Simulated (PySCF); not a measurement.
SMILES C#C[SiH2][SiH2]C=O (C₃H₆OSi₂) (GFN2-xTB optimised geometry):

```
12

C      4.603    -1.024     2.371
C      3.479    -0.599     2.321
Si     1.751     0.055     2.224
Si     1.079     0.023     0.000
C     -0.831     0.023     0.000
O     -1.498     1.028     0.000
H      5.586    -1.395     2.421
H      0.938    -0.806     3.097
H      1.783     1.402     2.809
H      1.458    -1.189    -0.736
H      1.498     1.189    -0.778
H     -1.347    -0.963     0.047
```

Computed with PBE/def2-TZVP (PySCF 2.14.0).

**Question.** What are the frontier orbital energies and the dipole moment?

**Answer.** HOMO-2 -7.21 eV, HOMO-1 -7.10 eV, HOMO -5.61 eV, LUMO -2.89 eV, LUMO+1 -1.44 eV; dipole moment 2.27 D.

Meta-Löwdin charges at PBE/def2-TZVP: C1 -0.16, C2 -0.26, Si3 0.37, Si4 0.29, C5 0.07, O6 -0.33, H7 0.18, H8 -0.06, H9 -0.05, H10 -0.06, H11 -0.05, H12 0.07.
